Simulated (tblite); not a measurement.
Compound: C₉H₉ (doublet state).
Cartesian coordinates in Å at the GFN2-xTB level; atoms count from 1:
```xyz
18
C9H9 angstrom
C     -0.907    3.243   -0.257
C     -0.873    2.106    0.113
C     -0.805    0.709    0.527
C      0.528    0.209    0.267
C      1.683   -0.146    0.033
C      2.889   -0.594   -0.205
C      4.113   -0.961   -0.420
C     -1.881   -0.120   -0.209
C     -1.898   -1.565    0.272
H     -0.945    4.244   -0.567
H     -0.995    0.655    1.610
H      4.370   -1.964   -0.740
H      4.952   -0.287   -0.292
H     -2.855    0.345   -0.036
H     -1.678   -0.088   -1.282
H     -2.131   -1.615    1.334
H     -0.927   -2.030    0.109
H     -2.650   -2.134   -0.270
```

Method: GFN2-xTB as coded in tblite; computed harmonic values from a numerical Hessian at the method's own geometry, unscaled. This tight-binding method is rough: wavenumbers can miss measured ones by several per cent, in bad cases by 10 to 20. One conformer, not necessarily the lowest. Open shells enter through the occupations alone, without spin polarisation, and single modes of such species can be off by tens of per cent.

Harmonic wavenumbers (cm⁻¹): 33.4, 63.8, 83.4, 87.8, 105.1, 129.0, 177.0, 225.0, 240.7, 263.8, 293.4, 414.8, 429.4, 440.8, 481.5, 632.3, 658.2, 719.3, 824.2, 844.1, 907.3, 938.7, 1009.2, 1054.4, 1088.7, 1101.0, 1172.5, 1219.9, 1232.3, 1281.2, 1327.4, 1392.2, 1415.0, 1486.1, 1500.9, 1502.9, 1904.9, 2144.7, 2285.5, 2861.0, 2972.2, 2975.4, 2987.4, 3001.2, 3024.1, 3029.5, 3037.6, 3394.6.

A = 2187, B = 888.3, C = 653.2 MHz; mass 117.070 u (most abundant isotopes); point group C1, symmetry number 1; spin multiplicity 2.

Question: What is the zero-point energy?

Answer: ½Σν̃ = 30197 cm⁻¹ = 361.24 kJ/mol.

Question: What is S at 200 K and 1 bar for an ideal gas of classical rigid rotors and harmonic oscillators?

Answer: Translation 159.96, rotation 120.19, vibration 112.37, spin (R ln 2) 5.76: S = 398.3 J/(mol K).

Question: And Cp and H(200 K) − H(0)?

Answer: Cp = 138.06 J/(mol K), of which vibrations give 104.81 (their classical limit is 48 R = 399.1); H(200 K) − H(0) = 18.35 kJ/mol without the zero-point energy, 11.70 from vibrations.

Question: Which modes carry the vibrational entropy at 200 K?

Answer: 33.4 cm⁻¹: 20.19; 63.8 cm⁻¹: 14.86; 83.4 cm⁻¹: 12.69; 87.8 cm⁻¹: 12.27; 105.1 cm⁻¹: 10.83; 129.0 cm⁻¹: 9.23 J/(mol K); the other 42 give 32.30 together.

Question: How do the functions run with temperature in this model?

Answer: 
| T (K) | S (J/(mol K)) | Cp (J/(mol K)) | H − H(0) (kJ/mol) | G − H(0) (kJ/mol) | ln q(vib) |
| --- | --- | --- | --- | --- | --- |
| 50 | 261.6 | 67.2 | 2.37 | -10.71 | 0.92 |
| 100 | 317.9 | 96.7 | 6.51 | -25.27 | 2.78 |
| 298.15 | 460.1 | 173.6 | 33.66 | -103.52 | 9.77 |
| 373.15 | 501.9 | 199.2 | 47.66 | -139.61 | 12.12 |
| 500 | 565.6 | 236.7 | 75.39 | -207.39 | 15.83 |
| 750 | 672.6 | 291.1 | 141.82 | -362.60 | 22.47 |
| 1000 | 761.7 | 328.2 | 219.51 | -542.19 | 28.39 |

q(vib) and H(0) count from the zero-point level.

Hindered rotation and anharmonicity are outside this model. Other conformers, if any are populated, would add a mixing term that is left out. The structure is chiral; the term R ln 2 for an equal mix with its mirror image is left out.

On Arm Neoverse N1, one thread, no GPU, shared host with 64 logical CPUs at a one-minute load of 47, this took 0.98 s of wall time. The figure is for the frequency step alone.
